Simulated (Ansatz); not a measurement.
Two members of one family (Ge20H28 nanocrystal and its variants) that differ in charge, which shifts all levels, computed with Ansatz in the gas phase. The structures are stationary points that may keep the symmetry of their start.

First: Ge20H28 (singlet, charge 0, PBE-D4/def2-SVP geometry).

```xyz
48

Ge   -3.367   -1.970   -2.319
Ge   -1.629   -1.195    4.129
Ge    2.685   -0.750    2.854
Ge    0.394   -1.276   -3.712
Ge    3.341   -0.757   -1.069
Ge   -0.369   -1.292    0.242
Ge   -3.157    1.482   -0.175
Ge   -0.133    2.109    2.311
Ge    0.620    2.120   -1.626
Ge    3.597    2.651    1.044
Ge   -1.902   -2.211    1.921
Ge   -0.966   -2.268   -1.932
Ge   -4.032    0.379   -2.175
Ge    1.989   -1.743    0.726
Ge   -1.634    1.249    4.044
Ge    2.222    1.653    2.809
Ge    2.752   -1.735   -3.236
Ge    0.108    1.152   -3.817
Ge    2.976    1.668   -1.112
Ge   -0.752    1.129    0.145
H    -3.754   -2.539   -3.716
H    -4.149   -2.782   -1.245
H    -2.774   -1.682    5.067
H    -0.284   -1.679    4.740
H     4.220   -0.965    3.031
H     1.966   -1.436    4.052
H    -0.001   -1.909   -5.084
H     4.850   -1.021   -0.761
H    -3.885    0.900    1.074
H    -3.465    3.009   -0.222
H    -0.313    3.659    2.218
H     0.384    3.664   -1.647
H     5.105    2.377    1.326
H     3.388    4.194    1.007
H    -1.719   -3.756    2.011
H    -3.354   -1.943    1.426
H    -0.654   -3.799   -1.884
H    -5.587    0.477   -2.180
H    -3.511    1.133   -3.430
H     2.214   -3.290    0.749
H    -1.223    1.821    5.434
H    -3.080    1.740    3.741
H     2.596    2.283    4.188
H     3.006   -3.272   -3.214
H     3.650   -1.115   -4.349
H     1.103    1.733   -4.869
H    -1.334    1.527   -4.270
H     3.862    2.277   -2.247
```

```
              level  HOMO (eV)  LUMO (eV)  gap (eV)
    PBE-D4/def2-SVP      -5.92      -1.92      4.00
   PBE-D4/def2-TZVP      -5.95      -2.01      3.94
r2SCAN-D4/def2-TZVP      -6.18      -1.86      4.32
     B3LYP-D4/6-31G      -6.56      -1.28      5.29
   PBE0-D4/def2-SVP      -6.83      -1.24      5.59
```

Second: Ge19PH28⁺, P on a surface site (singlet, charge 1, PBE-D4/def2-SVP geometry).

Cartesian coordinates in Å:
```
Ge -3.3133 2.3644 2.0324
Ge -2.3202 -1.1238 -3.8382
Ge 2.1802 -0.3451 -3.3980
P 0.5364 2.7702 2.4296
Ge 3.1958 1.5638 -0.0745
Ge -0.6259 0.8993 -0.7761
Ge -2.7627 -1.6669 1.3633
Ge 0.1090 -2.9662 -1.1148
Ge 1.2133 -1.0114 2.1977
Ge 3.9784 -2.3374 -0.4021
Ge -2.5474 0.7691 -2.3028
Ge -1.2053 2.6784 0.8108
Ge -3.6334 0.0762 2.8427
Ge 1.5100 1.4356 -1.8519
Ge -1.7330 -3.2163 -2.7148
Ge 2.2693 -2.4510 -2.1548
Ge 2.6183 3.3748 1.4737
Ge 0.7030 0.8134 3.7513
Ge 3.3904 -0.5444 1.1658
Ge -0.5205 -1.2033 0.4791
H -3.3370 3.3878 3.2038
H -4.4035 2.7490 0.9957
H -3.6745 -1.3020 -4.5800
H -1.2235 -0.7504 -4.8725
H 3.5784 0.0059 -3.9770
H 1.1458 -0.4305 -4.5527
H 0.2004 3.8211 3.3431
H 4.5879 1.9653 -0.6496
H -3.7002 -1.8218 0.1326
H -2.7297 -3.0127 2.1402
H 0.2686 -4.2879 -0.3020
H 1.2827 -2.2865 3.0900
H 5.3796 -2.0230 -0.9930
H 4.0300 -3.6730 0.3880
H -2.6660 2.1207 -3.0603
H -3.7986 0.6022 -1.3918
H -1.0687 4.1135 0.2118
H -5.1589 -0.1251 3.0578
H -2.9195 -0.0385 4.2177
H 1.3969 2.8310 -2.5384
H -1.3334 -4.2764 -3.7776
H -2.9699 -3.7323 -1.9293
H 2.6311 -3.6052 -3.1374
H 2.2975 4.7523 0.8346
H 3.5424 3.5442 2.7091
H 1.8235 1.1774 4.7626
H -0.6750 0.7710 4.4634
H 4.4509 -0.3559 2.2925
```

Question: What does the change do? Estimate second minus first.

Answer: 
| level | Δ HOMO (eV) | Δ LUMO (eV) | Δ gap (eV) |
| --- | --- | --- | --- |
| PBE-D4/def2-SVP | -2.76 | -3.08 | -0.32 |
| PBE-D4/def2-TZVP | -2.74 | -3.02 | -0.29 |
| r2SCAN-D4/def2-TZVP | -2.74 | -3.03 | -0.29 |
| B3LYP-D4/6-31G | -2.78 | -3.16 | -0.39 |
| PBE0-D4/def2-SVP | -2.76 | -3.08 | -0.32 |
